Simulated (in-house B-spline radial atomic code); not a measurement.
Results of a calculation; reference values are marked as such.
# Making a Troullier-Martins s channel for K, r_c = 1.51 bohr

K, [Ar] 4s1, non-relativistic PBE, spherical and spin-unpolarised, from an all-electron radial atomic-structure program (B-spline basis) (atomic units). The all-electron 3s level is ε = -1.287683 hartree, its outermost node lies just inside 0.50 bohr and its outer maximum at 1.08 bohr.

Inside r_c the pseudo-orbital is u(r) = r^1 exp(p(r)), with p = c0 + c2 r² + c4 r⁴ + … + c12 r¹². The seven coefficients follow from p and its first four derivatives at r_c, from zero curvature of the screened potential at the origin, c4 = −c2²/(2l + 5), and from the norm inside r_c. At r_c the all-electron orbital has P = 0.7860876, P' = -0.686541, the screened potential V = -1.47023, V' = 2.253272, V'' = -4.686736, and the norm inside is Q = 0.725916.

(1) What are p, p' and p'' at r_c?

For a trial c2 the five matching conditions are linear in c0, c6, c8, c10 and c12, and c2 is varied until the norm inside r_c equals Q. The root nearest zero gives:

| n | c_n |
| --- | --- |
| 0 | -0.1948814 |
| 2 | 0.4426841 |
| 4 | -0.03919384 |
| 6 | -0.5536561 |
| 8 | 0.3640479 |
| 10 | -0.09427635 |
| 12 | 0.009037434 |

(2) Check c4 and p(r_c), and find the screened pseudopotential at the origin.

Orbitals and screened potentials:

| r (bohr) | P | u | V all-electron | V pseudo |
| --- | --- | --- | --- | --- |
| 0.151 | -0.231 | 0.1255 | -81.81 | 0.03437 |
| 0.378 | -0.3238 | 0.3306 | -20.95 | -0.1708 |
| 0.604 | 0.3714 | 0.569 | -9.33 | -1.053 |
| 0.831 | 0.8374 | 0.8135 | -5.19 | -2.527 |
| 1.057 | 0.9802 | 0.9558 | -3.235 | -3.246 |
| 1.283 | 0.9255 | 0.9237 | -2.13 | -2.389 |
| 1.51 | 0.7861 | 0.7861 | -1.47 | -1.47 |

Logarithmic derivatives P'/P at R = 1.81 bohr, for energies E around ε:

```
E − ε (hartree)  all-electron     pseudo
           -0.5      0.396188   0.389875
          -0.25     -0.175136   -0.17809
           -0.1      -0.67431  -0.675075
              0      -1.12373   -1.12377
            0.1      -1.72811   -1.72971
           0.25      -3.19418   -3.21488
            0.5      -13.0061   -13.8915
```

(3) With P(R) = 0.5803711 and a norm of 0.8666309 inside R, what slope in energy does norm conservation fix?

Answers

(1) p = ln(P/r_c^1) = ln(0.7860876/1.51) = -0.65280. p' = P'/P − 1/r_c = -0.87336 − 0.66225 = -1.53562. The radial equation gives p'' = 2(V − ε) − 2(1) p'/r_c − p'² = -0.36509 − (-2.03393) − 2.35812 = -0.68928. Differentiating, p''' = 2V' + 2(1)p'/r_c² − 2(1)p''/r_c − 2p'p'' = 1.9556, and p'''' = 2V'' − 4(1)p'/r_c³ + 4(1)p''/r_c² − 2(1)p'''/r_c − 2p''² − 2p'p''' = -6.333.

(2) −c2²/5 = -0.0391938, as listed. The terms c_n r_c^n are -0.19488, 1.00936, -0.20376, -6.56299, 9.83952, -5.80995, 1.26990, which sum to -0.65280. Inverting the radial equation, V_l(r) = ε + 1 p'/r + (p'' + p'²)/2, so V_l(0) = ε + (2l + 3) c2 = -1.287683 + 3 × (0.442684) = 0.0404 hartree, finite where the all-electron potential diverges.

(3) d(P'/P)/dE = −2 × (norm inside R)/P(R)² = -5.1458 per hartree·bohr at E = ε, for both atoms, since orbital and norm agree at R. Differences over ±0.1 hartree give -5.2690 (all-electron) and -5.2732 (pseudo), which also hold third-order terms. Half a hartree below ε the two curves differ by -0.0063.
